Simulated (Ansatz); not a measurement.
Consider the β-hydride elimination: `[BH2][AlH][O]C` → `[BH2][AlH2]` + `C=O`.

Gas-phase electronic energies from Ansatz, PBE0-D4/def2-TZVP geometries. CCSD(T)/CBS is the MP2 limit (def2-TZVPP, def2-QZVPP) plus CCSD(T) − MP2 in def2-TZVPP, frozen cores. This one scheme is used for every species. Functionals use def2-TZVPP. One conformer a species, not always the lowest.

`[BH2][AlH][O]C`:

Z-matrix (Å, degrees):
```
C
O 1 1.395
H 1 1.099 2 112.9
H 1 1.095 2 110.2 3 120.6
H 1 1.095 2 110.3 3 -120.6
Al 2 1.693 1 134.4 3 0.3
B 6 2.129 2 120.5 1 0.1
H 6 1.586 2 114.6 1 -179.9
H 7 1.200 6 122.9 2 91.0
H 7 1.200 6 122.9 2 -90.4
```

`[BH2][AlH2]`:

```xyz
6

B     0.729    0.237   -0.808
Al   -0.655   -0.213    0.727
H     0.460    0.147   -1.975
H     1.850    0.603   -0.588
H    -1.618    0.911    1.319
H    -0.766   -1.685    1.326
```

`C=O`:

```xyz
4

C    -0.001   -0.002   -0.004
O     0.273    0.480    1.054
H    -1.051   -0.136   -0.335
H     0.779   -0.343   -0.715
```

CCSD(T)/CBS gives +243.2 kJ/mol.

(1) Another level gave +237.0 kJ/mol. Which?
A. CAM-B3LYP-D4/def2-TZVPP
B. B97M-V/def2-TZVPP
C. CCSD(T)/def2-TZVPP
D. PBE0/def2-TZVPP

(2) What do rigid-rotor, harmonic-oscillator terms from PBE0-D4/def2-TZVP frequencies (298.15 K, 1 bar) make of the CCSD(T)/CBS value? (An estimate is asked.)

Largest T1 diagnostic among the species: 0.015.

Answers

(1) C. CCSD(T)/def2-TZVPP 237.0, B97M-V 230.6, CAM-B3LYP-D4 247.7, PBE0 242.2 kJ/mol.

(2) Computed: ΔZPE = -25.1 kJ/mol, ΔH = +220.9 kJ/mol, ΔS = 134 J/(mol·K), ΔG = +180.9 kJ/mol.

At CCSD(T), def2-SVP lies −22.8 kJ/mol from the extrapolated value and def2-TZVPP −6.3 kJ/mol. From BLYP to BHLYP (50 % exact exchange), in def2-TZVPP and without D4, ΔE moves by +32.2 kJ/mol.
